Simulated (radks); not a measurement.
Q: Species: Pr. Configuration: [Xe] 4f3 6s2. All-electron calculation, Dirac Kohn-Sham, PBE, spin-unpolarised, spherical densities, point nucleus; open shells fill j = l - 1/2 first. Program: a radial shooting solver on a logarithmic mesh with Libxc functionals. Some entries of the table are withheld. Estimate them.

orbital  occ.  eigenvalue (hartree)  <r> (bohr)
1s1/2       2                   (1)     0.02409
2s1/2       2             -246.8869      0.1026
2p1/2       2             -233.3194         (2)
2p3/2       4             -215.5970         (3)
3s1/2       2             -53.25663      0.2720
3p1/2       2             -47.48973      0.2617
3p3/2       4             -43.97849      0.2740
3d3/2       4             -33.92286      0.2452
3d5/2       6             -33.16613      0.2491
4s1/2       2             -10.58129         (4)
4p1/2       2              -8.42385      0.6403
4p3/2       4              -7.66850      0.6682
4d3/2       4                   (5)      0.7217
4d5/2       6                   (6)      0.7317
5s1/2       2              -1.43019       1.509
5p1/2       2                   (7)       1.707
5p3/2       4                   (8)       1.797
6s1/2       2              -0.12703         (9)
4f5/2       3              -0.04906       1.203
4f7/2       0              -0.03665       1.234

A: 
(1) 1s1/2 eigenvalue (hartree): -1535.372
(2) 2p1/2 <r> (bohr): 0.08605
(3) 2p3/2 <r> (bohr): 0.09236
(4) 4s1/2 <r> (bohr): 0.6225
(5) 4d3/2 eigenvalue (hartree): -4.12841
(6) 4d5/2 eigenvalue (hartree): -3.99593
(7) 5p1/2 eigenvalue (hartree): -0.85854
(8) 5p3/2 eigenvalue (hartree): -0.75648
(9) 6s1/2 <r> (bohr): 4.504
